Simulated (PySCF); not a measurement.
**Which determinant of SeF lies lowest?**

Unrestricted PBE0; basis Se aug-pcseg-1, F aug-pcseg-1; no relativity; PySCF 2.14. Outer shells of the fragments: Se 3d10 4s2 4p4; F 2s2 2p5.

Followed along the bond (rough minima from three points):

```json
{"2Ms+1": "2", "unpaired": "π ↑", "⟨S²⟩ at the start": "0.75", "R at minimum (Å)": "1.78", "Te (eV)": "0.00"}
{"2Ms+1": "4", "unpaired": "σ ↑, π ↑↑", "⟨S²⟩ at the start": "3.75", "R at minimum (Å)": "none in the scan", "Te (eV)": "≤ 1.57"}
```

Solutions found at the starting distance of 1.730 Å, counted from the lowest of them; the search is not exhaustive and high or unbound solutions are not listed, so other states can lie among these:

```json
{"2Ms+1": "2", "unpaired": "π ↑", "term": "²Π", "E (eV)": "0.00", "⟨S²⟩": "0.75", "⟨Lz²⟩": "1.01", "μ (D)": "-1.34"}
{"2Ms+1": "4", "unpaired": "σ ↑, π ↑↑", "term": "⁴Σ⁻", "E (eV)": "2.14", "⟨S²⟩": "3.75", "⟨Lz²⟩": "0.00", "μ (D)": "-1.26"}
{"2Ms+1": "2", "unpaired": "σ ↓, π ↑↑", "term": "mixed", "E (eV)": "2.83", "⟨S²⟩": "1.76", "⟨Lz²⟩": "0.00", "μ (D)": "-1.10"}
{"2Ms+1": "2", "unpaired": "σ ↑, π ↑↓", "term": "mixed", "E (eV)": "2.85", "⟨S²⟩": "1.76", "⟨Lz²⟩": "2.02", "μ (D)": "-1.13"}
{"2Ms+1": "2", "unpaired": "σ ↑", "term": "mixed", "E (eV)": "3.96", "⟨S²⟩": "0.75", "⟨Lz²⟩": "2.00", "μ (D)": "-0.93"}
{"2Ms+1": "4", "unpaired": "π ↑↑↑", "term": "⁴Π", "E (eV)": "7.42", "⟨S²⟩": "3.75", "⟨Lz²⟩": "1.00", "μ (D)": "0.23"}
{"2Ms+1": "2", "unpaired": "π ↑", "term": "²Π", "E (eV)": "7.58", "⟨S²⟩": "0.76", "⟨Lz²⟩": "1.01", "μ (D)": "-0.81"}
{"2Ms+1": "4", "unpaired": "σ ↑↑, π ↑", "term": "⁴Π", "E (eV)": "7.75", "⟨S²⟩": "3.76", "⟨Lz²⟩": "1.01", "μ (D)": "0.60"}
{"2Ms+1": "4", "unpaired": "σ ↑, π ↑↑", "term": "mixed", "E (eV)": "8.01", "⟨S²⟩": "3.75", "⟨Lz²⟩": "2.01", "μ (D)": "2.57"}
```

A term symbol is given only where ⟨S²⟩ and ⟨Lz²⟩ are close to those of a pure state; real π, δ and φ orbitals otherwise mix terms. A positive dipole means Se(−)F(+).

Spin–orbit coupling is left out. Counting both spins, an empty level lies below a filled one in some of these solutions, because spin and occupation are held.
